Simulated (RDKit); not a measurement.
Job for RDKit: MMFF94 on CH4 (SMILES C).

```python
from rdkit import Chem
from rdkit.Chem import AllChem, rdDetermineBonds

blocks = [
'''5

C    -0.02331446   -0.00315736    0.11219479
H    -0.92380223   -0.61666894    0.13498743
H     0.61089034   -0.24874705    0.96280025
H     0.51752227   -0.19591626   -0.81338865
H    -0.30088969    1.05004129    0.15171320
''',
]
mol = None
for b in blocks:
    f = Chem.MolFromXYZBlock(b)
    rdDetermineBonds.DetermineBonds(f, charge=0)
    mol = f if mol is None else Chem.CombineMols(mol, f)
Chem.SanitizeMol(mol)
print(Chem.MolToSmiles(Chem.RemoveHs(mol)))
ff = AllChem.MMFFGetMoleculeForceField(mol, AllChem.MMFFGetMoleculeProperties(mol), nonBondedThresh=100.0, ignoreInterfragInteractions=False)
e = ff.CalcEnergy()
print(f'MMFF94 energy {e:.6f} kcal/mol')
```

Output:

```
C
MMFF94 energy 0.040420 kcal/mol
```

The run finished.

Cost: about 0.010 core-seconds (a rough figure).
